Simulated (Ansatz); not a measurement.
Abridged output of a molecular run in Ansatz:

```
Functional definition: HF
  name "HF"
  cite "Fock, Z. Phys. 61, 126 (1930) doi:10.1007/BF01340294"
  parent pbe
  exchange = exact_x
  correlation = 0
2349 factors; integrals over basis functions are off by at most 9.8e-4 eV
mean field evaluation 1: about -185333.3594 eV, gradient 2.1e1 eV
mean field evaluation 2: about -185333.5885 eV, gradient 2.1e1 eV
mean field evaluation 4: about -185336.1974 eV, gradient 4.8e0 eV
mean field evaluation 8: about -185336.2356 eV, gradient 1.8e-1 eV
mean field -185336.23575761 eV, -6810.9810386796 hartree, gradient 6.8e-6 eV, S^2 0.000000; 0 other end points of the search recorded, 0 dependent functions left out
37 core orbitals not correlated: weight in the atoms' cores, before any rotation towards them, 1.000 or more for the frozen orbitals, at most 0.000 for the correlated occupied ones
reference -185336.23575761 eV, -6810.9810386796 hartree; 31, 31 occupied and 328, 328 virtual orbitals, 2349 factors
second order -28.59348453 eV of doubles, -0.00000000 eV of singles
cycle   1  -29.35923376 eV  change   -7.7e-1 eV  update   1.4e-1
cycle   2  -30.50485587 eV  change    -1.1e0 eV  update   4.2e-2
cycle   3  -30.60606358 eV  change   -1.0e-1 eV  update   1.9e-2
cycle   4  -30.59383961 eV  change    1.2e-2 eV  update   4.6e-3
cycle   5  -30.59230232 eV  change    1.5e-3 eV  update   1.3e-3
cycle   6  -30.59128216 eV  change    1.0e-3 eV  update   3.8e-4
cycle   7  -30.59117542 eV  change    1.1e-4 eV  update   1.0e-4
cycle   8  -30.59121788 eV  change   -4.2e-5 eV  update   3.3e-5
perturbative correction -1.11746756 eV, -0.0410661755 hartree
Total energy: -185367.94444305 eV, -6812.1463113767 hartree
```

Its atoms:

Z-matrix (Å, degrees):
```
Si
Ge 1 2.379
H 1 1.487 2 109.3
H 1 1.487 2 111.3 3 120.3
H 1 1.487 2 109.7 3 -119.0
Si 2 2.381 1 109.8 3 59.5
H 2 1.541 1 109.2 3 -59.7
H 2 1.540 1 110.4 3 -177.9
Ge 6 2.380 2 108.2 1 -49.1
H 6 1.489 2 110.5 1 -169.0
H 6 1.489 2 109.7 1 71.5
Ge 9 2.424 6 109.8 2 -49.6
H 9 1.540 6 111.3 2 -171.4
H 9 1.541 6 109.2 2 69.6
H 12 1.538 9 110.1 6 -58.8
H 12 1.537 9 111.2 6 -179.3
H 12 1.538 9 109.8 6 60.4
```

Problem. Which basis set was used?
A. cc-pV(D+d)Z
B. def2-TZVPP
C. def2-TZVPPD
D. def2-QZVPP

Solution. B. It gives 396 functions.

Problem. Write the keys of the input that set method, charge and spin (a neutral closed shell needs none for the last two).

Solution. 
```yaml
correlation: {method: ccsd_t}
```
